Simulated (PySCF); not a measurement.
## Relaxation of singlet TlSBr

These are results of PySCF, PBE0, basis Tl def2-TZVP with ECP60, S def2-TZVP, Br def2-TZVP (scalar-relativistic core potentials, no spin–orbit coupling, density fitting), not measurements. A (50,194) grid was used.

A hand-made linear start, of C∞v symmetry, held to at least that symmetry:

```xyz
3
charge 0 multiplicity 1, angstrom
Tl    0.0000    0.0000   -0.4057
S     0.0000    0.0000   -2.7657
Br    0.0000    0.0000    2.1743
```

(1) What does it relax to?

(2) How much energy is released, and in how many steps?

Answers

(1) It ends at C∞v with Tl–Br 2.458 Å, Tl–S 2.223 Å; Br–Tl–S 180.0°. A frequency run shows a minimum. Other isomers or separated fragments may lie lower.

(2) 20.3 kJ/mol in 4 steps.

With an element this heavy the missing spin–orbit coupling can shift these numbers.

The relaxation took about 50 core-seconds on a shared host.
